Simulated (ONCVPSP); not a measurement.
P (Z = 15), ONCV: configuration errors across variants

* Element: P (Z = 15)
* Generator: ONCVPSP 4.0.1
* Type: optimised norm-conserving Vanderbilt (ONCV)
* Functional: PBEsol
* Relativity: scalar-relativistic
* Frozen core: [Ne]
* Valence charge: 5
* Reference configuration: 3s2 3p1 (charge +2)
* Partial waves: 3s: rc 1.35 bohr, ncon 3, nbas 6, qcut 3.8 1/bohr, 3 projectors, debl 3 Ha; 3p: rc 1.40 bohr, ncon 4, nbas 8, qcut 4.8 1/bohr, 2 projectors, debl 2.6 Ha; d scattering state at 0.43 Ha: rc 1.15 bohr, ncon 5, nbas 9, qcut 8.3 1/bohr, 3 projectors, debl 2.1 Ha
* Local potential: polynomial inside 0.95 bohr (lpopt 5, dvloc0 0 Ha)
* Core correction: none

All-electron excitation energies from the reference (eV): (1) 3s2 3p3 -28.810; (2) 3s2 3p2 -19.112; (3) 3s2 3p0 29.706; (4) 3s0 3p5 -11.658.

A true bound ghost makes a file unfit for plane-wave use even where its test errors are small: the radial tests pick states by their node count and pass the ghost by.

Errors AE − PS in meV (a dash: test not solved or not reliable):

```tsv
change	(1)	(2)	(3)	(4)	bound ghosts	GHOST(+) flags above zero
base	+12	+6.3	+15	+7.1	s, d	s, d
all radii scaled by about 0.78 (s 1.06, p 1.10, d 0.90 bohr); local potential polynomial inside 0.74 bohr (lpopt 5, dvloc0 0 Ha)	+4.4	+3.3	+10	+13	s, p, d	s, d
all radii scaled by about 0.85 (s 1.14, p 1.18, d 0.98 bohr); local potential polynomial inside 0.80 bohr (lpopt 5, dvloc0 0 Ha)	+11	+5.7	+14	+5.0	s, p, d	s, p, d
all radii scaled by about 0.94 (s 1.28, p 1.32, d 1.08 bohr); local potential polynomial inside 0.90 bohr (lpopt 5, dvloc0 0 Ha)	+11	+5.9	+14	+3.8	s	s, p, d
all radii scaled by about 1.11 (s 1.50, p 1.56, d 1.28 bohr); local potential polynomial inside 1.06 bohr (lpopt 5, dvloc0 0 Ha)	+14	+7.4	+17	+19	none	s, d
all radii scaled by about 1.17 (s 1.58, p 1.64, d 1.34 bohr); local potential polynomial inside 1.12 bohr (lpopt 5, dvloc0 0 Ha)	+15	+7.8	+17	+24	d	s, d
all radii scaled by about 1.23 (s 1.66, p 1.72, d 1.40 bohr); local potential polynomial inside 1.16 bohr (lpopt 5, dvloc0 0 Ha)	+17	+8.2	+18	+32	none	s
```

(1) Give the same row for: all radii scaled by about 1.32 (s 1.78, p 1.84, d 1.52 bohr); local potential polynomial inside 1.26 bohr (lpopt 5, dvloc0 0 Ha).

Answers

(1) +17, +8.4, +18, +38; bound ghosts: none; GHOST(+) flags above zero: s.
